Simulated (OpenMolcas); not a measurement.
## In: the spin-orbit constant, thermal populations, worked from levels

| Item | Value |
| --- | --- |
| Program | OpenMolcas |
| Basis | ANO-RCC-VTZP [7s6p4d2f1g] |
| Scalar Hamiltonian | DKH2, point nucleus |
| Active space | 3 electrons in 4 orbitals (5s 5p) |
| State averaging | 2S+1 = 4 odd, 1 root (0 in the spin-orbit step); 2S+1 = 2 odd, 3 roots; 2S+1 = 4 even, 3 roots; 2S+1 = 2 even, 5 roots |
| Spin-orbit coupling | state interaction with AMFI integrals over the reference wave functions, term energies averaged over their components |

Methods: CASSCF; SS-CASPT2, IPEA 0.25 Eh, imaginary shift 0.1 Eh (closed shells correlated: 4d). Measured levels: NIST Handbook of Basic Atomic Spectroscopic Data.

**The spin-orbit constant.** For the Hund term ²P° of p1, E(J) = (A/2) J(J+1) + constant and ζ = 2S·A = A. From J = 1/2 to J = 3/2 the energy changes by 1.5 A.

```json
{"Source": "CASSCF", "E(3/2) - E(1/2)": "2098.1", "A": "1398.7", "ζ": "1399"}
{"Source": "SS-CASPT2", "E(3/2) - E(1/2)": "2098.1", "A": "1398.7", "ζ": "1399"}
{"Source": "measured", "E(3/2) - E(1/2)": "2212.6", "A": "1475.1", "ζ": "1475"}
```

All in cm-1. SS-CASPT2 is off by -5.2 % and CASSCF by -5.2 %. Both methods take the spin-orbit matrix elements from the reference wave functions, so the second can move ζ only through the term energies and any multistate remixing.

**Thermal populations.** Z = Σ (2J + 1) exp(-E/kT) with k = 0.695035 cm-1/K, over the levels below. No other level of either list lies under 24300 cm-1, which is above 7 kT at each temperature.

```csv
Level,2J + 1,SS-CASPT2,measured
5s² 5p ²P°_1/2,2,0.0,0.0
5s² 5p ²P°_3/2,4,2100,2213
```

```csv
T (K),"Z, SS-CASPT2","Z, measured levels","Ground level (%), SS-CASPT2","Ground level (%), measured levels"
2000,2.883,2.814,69.4,71.1
3000,3.461,3.384,57.8,59.1
5000,4.186,4.116,47.8,48.6
```

At 5000 K, kT = 3475 cm-1, and the computed levels give Z = 2.000 + 2.186 = 4.186.

Some high roots are left out of the spin-orbit mixing, which shifts the levels that they would mix with. Without dynamic correlation excited terms often stand tens of per cent too high (terms of higher spin than the ground term too low), and those without a measured partner can miss by more than the paired ones (holds for CASSCF). Measured partners are found by configuration, term and J. A level has none where our copy of the source lacks it or the pairing is in doubt (some pairs that miss far off the trend of their configuration count as doubtful), and it then counts in no deviation. Only configurations of the active space appear.

° marks odd parity.
